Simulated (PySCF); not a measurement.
C7H16P2.
Bonds: C1–P2 (double), P2–C3, C3–C4, P2–C5, C5–C6, C6–P7, P7–C8, C8–C9, P2–C9. Hydrogens: H10, H11 on C1; H12, H13 on C3; H14, H15, H16 on C4; H17, H18 on C5; H19, H20 on C6; H21 on P7; H22, H23 on C8; H24, H25 on C9.

Probes without a nucleus sit at each ring's centroid and 1 Å off its mean plane on both sides; NICS is minus the shielding there, NICSzz its component along the normal. Level: GIAO PBE0/pcSseg-1 (PySCF, non-relativistic, gas phase) on the GFN2-xTB geometry, one conformer.

Ring bond lengths (Å), with Mayer bond orders in brackets: P2–C5 1.833 (0.94), C5–C6 1.524 (1.03), C6–P7 1.862 (0.97), P7–C8 1.861 (0.97), C8–C9 1.524 (1.03), C9–P2 1.833 (0.94).

Question: What do the NICS probes read (ppm)?

Answer: 
| ring | type | NICS(0) | NICS(1), two faces | NICS(1)zz, two faces | rms pucker (Å) | centre to ring atoms, mean (Å) |
| --- | --- | --- | --- | --- | --- | --- |
| P2–C5–C6–P7–C8–C9 | 6-membered ring with 2 P; formal bonds all single | -3.3 | -1.8 / -2.6 | 5.6 / 4.4 | 0.32 | 1.64 |

Question: What do they say, and how far can they be read as aromaticity?

Answer: 
- P2–C5–C6–P7–C8–C9: mean NICS(1)zz 5.0 ppm, deshielded. P2, C5, C6, C8, C9 have four or more neighbours, so the value isn't read as a sign of a π ring current.
